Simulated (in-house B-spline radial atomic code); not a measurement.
Results of a calculation; reference values are marked as such.
# Making a Troullier-Martins p channel for Te, r_c = 0.84 bohr

Te, [Kr] 4d10 5s2 5p4, non-relativistic LDA (VWN5), spherical and spin-unpolarised, from a B-spline radial code for spherical atoms (atomic units). The all-electron 4p level is ε = -4.100086 hartree, its outermost node lies just inside 0.40 bohr and its outer maximum at 0.74 bohr.

Inside r_c the pseudo-orbital is u(r) = r^2 exp(p(r)), with p = c0 + c2 r² + c4 r⁴ + … + c12 r¹². The seven coefficients follow from p and its first four derivatives at r_c, from zero curvature of the screened potential at the origin, c4 = −c2²/(2l + 5), and from the norm inside r_c. At r_c the all-electron orbital has P = 1.219381, P' = -0.9142218, the screened potential V = -8.525664, V' = 23.37894, V'' = -85.6945, and the norm inside is Q = 0.5384229.

(1) What are p, p' and p'' at r_c?

For a trial c2 the five matching conditions are linear in c0, c6, c8, c10 and c12, and c2 is varied until the norm inside r_c equals Q. The root nearest zero gives:

```tsv
n	c_n
0	1.235226
2	0.4339773
4	-0.02690518
6	-11.15555
8	20.27342
10	-14.78244
12	4.036165
```

(2) Check c4 and p(r_c), and find the screened pseudopotential at the origin.

Orbitals and screened potentials:

```
r (bohr)        P        u  V all-electron  V pseudo
   0.084   0.3975  0.02434          -431.6    -1.945
    0.21  -0.6552   0.1545          -115.9    -2.447
   0.336  -0.3663   0.4024          -53.03    -4.675
   0.462   0.4638    0.748          -29.76    -8.803
   0.588    1.043    1.086          -18.55    -12.19
   0.714    1.256    1.257           -12.3    -11.64
    0.84    1.219    1.219          -8.526    -8.526
```

Logarithmic derivatives P'/P at R = 1.14 bohr, for energies E around ε:

```csv
E − ε (hartree),all-electron,pseudo
-0.5,-0.782292,-0.783533
-0.25,-1.28407,-1.28447
-0.1,-1.63473,-1.6348
0,-1.89418,-1.89418
0.1,-2.17787,-2.17796
0.25,-2.65764,-2.65834
0.5,-3.64861,-3.65253
```

(3) With P(R) = 0.7945484 and a norm of 0.8553578 inside R, what slope in energy does norm conservation fix?

## Answers

(1) p = ln(P/r_c^2) = ln(1.219381/0.7056) = 0.54705. p' = P'/P − 2/r_c = -0.74974 − 2.38095 = -3.13069. The radial equation gives p'' = 2(V − ε) − 2(2) p'/r_c − p'² = -8.85116 − (-14.90807) − 9.80125 = -3.74434. Differentiating, p''' = 2V' + 2(2)p'/r_c² − 2(2)p''/r_c − 2p'p'' = 23.396, and p'''' = 2V'' − 4(2)p'/r_c³ + 4(2)p''/r_c² − 2(2)p'''/r_c − 2p''² − 2p'p''' = -164.54.

(2) −c2²/7 = -0.0269052, as listed. The terms c_n r_c^n are 1.23523, 0.30621, -0.01340, -3.91892, 5.02529, -2.58547, 0.49810, which sum to 0.54705. Inverting the radial equation, V_l(r) = ε + 2 p'/r + (p'' + p'²)/2, so V_l(0) = ε + (2l + 3) c2 = -4.100086 + 5 × (0.433977) = -1.9302 hartree, finite where the all-electron potential diverges.

(3) d(P'/P)/dE = −2 × (norm inside R)/P(R)² = -2.7098 per hartree·bohr at E = ε, for both atoms, since orbital and norm agree at R. Differences over ±0.1 hartree give -2.7157 (all-electron) and -2.7158 (pseudo), which also hold third-order terms. Half a hartree below ε the two curves differ by -0.0012.
